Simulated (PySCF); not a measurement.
Geometry (Å), atoms numbered from 1 in this order:
```xyz
20

C     2.0109    0.1229   -0.4545
S     0.9167    0.2890   -1.8978
O     0.5070    1.7352   -1.9441
C    -0.4549   -0.6831   -1.2406
C    -0.4585   -2.0324   -1.5930
C    -1.4779   -2.8694   -1.1489
C    -2.5051   -2.3354   -0.3752
C    -2.5123   -0.9804   -0.0511
C    -1.4922   -0.1238   -0.4764
C    -1.5634    1.3379   -0.1138
F    -2.6495    1.5737    0.6919
H     2.2918   -0.9317   -0.3246
H     1.4989    0.5060    0.4384
H     2.8977    0.7339   -0.6738
H     0.3448   -2.4241   -2.2244
H    -1.4755   -3.9279   -1.4179
H    -3.3180   -2.9764   -0.0262
H    -3.3222   -0.5596    0.5452
H    -0.6554    1.6671    0.4157
H    -1.6353    1.9552   -1.0212
```

Geometry: PBE0-D3(BJ)/def2-SVP; GIAO shifts from PySCF, gas phase, non-relativistic, averaged over equivalent atoms.

At PBE0/pcSseg-1 (239 basis functions):
```json
{"atoms": "C9", "δ (ppm)": "147.2"}
{"atoms": "C4", "δ (ppm)": "145.6"}
{"atoms": "C7", "δ (ppm)": "136.4"}
{"atoms": "C6", "δ (ppm)": "131.8"}
{"atoms": "C8", "δ (ppm)": "131.0"}
{"atoms": "C5", "δ (ppm)": "129.1"}
{"atoms": "C10", "δ (ppm)": "82.4"}
{"atoms": "C1", "δ (ppm)": "44.7"}
{"atoms": "S2", "δ (ppm)": "326.3"}
{"atoms": "O3", "δ (ppm)": "61.4"}
{"atoms": "F11", "δ (ppm)": "-255.8"}
{"atoms": "H18", "δ (ppm)": "8.08"}
{"atoms": "H17", "δ (ppm)": "7.61"}
{"atoms": "H16", "δ (ppm)": "7.38"}
{"atoms": "H15", "δ (ppm)": "7.15"}
{"atoms": "H20", "δ (ppm)": "6.65"}
{"atoms": "H19", "δ (ppm)": "6.11"}
{"atoms": "H12/H13/H14", "δ (ppm)": "2.37"}
```

References, each an isolated molecule treated in the same way: 13C (184.41 ppm), 1H (31.27 ppm) vs TMS; 33S (495.66 ppm) vs CS2; 17O (334.56 ppm) vs H2O; 19F (177.25 ppm) vs CFCl3.

Q: What do these become at HF/pcSseg-2?

A: 
| atoms | δ at HF/pcSseg-2 | change |
| --- | --- | --- |
| C9 | 154.0 | +6.8 |
| C4 | 146.7 | +1.1 |
| C7 | 142.6 | +6.2 |
| C6 | 134.8 | +3.0 |
| C8 | 135.5 | +4.5 |
| C5 | 136.5 | +7.4 |
| C10 | 76.5 | -5.9 |
| C1 | 41.1 | -3.6 |
| S2 | 310.9 | -15.4 |
| O3 | 14.5 | -46.9 |
| F11 | -205.6 | +50.2 |
| H18 | 8.24 | +0.16 |
| H17 | 7.82 | +0.21 |
| H16 | 7.51 | +0.13 |
| H15 | 7.55 | +0.40 |
| H20 | 6.26 | -0.39 |
| H19 | 5.61 | -0.50 |
| H12/H13/H14 | 2.31 | -0.06 |

References, each an isolated molecule treated in the same way: TMS for 13C (σ = 191.47 ppm) and 1H (σ = 31.68 ppm); 33S (σ = 522.21 ppm) against CS2; 17O (σ = 326.33 ppm) against H2O; CFCl3 for 19F (σ = 245.28 ppm).

The largest change is at F11 (fluorine on an sp3 carbon). Cost: 529 basis functions. The order of the carbon signals changes between the two levels.

Unscaled 19F shifts against computed CFCl3 carry errors that often reach 10 to 50 ppm. Experimental scales use liquid or dissolved standards, which lie at an offset from isolated H2O (liquid H2O: subtract about 36 ppm).
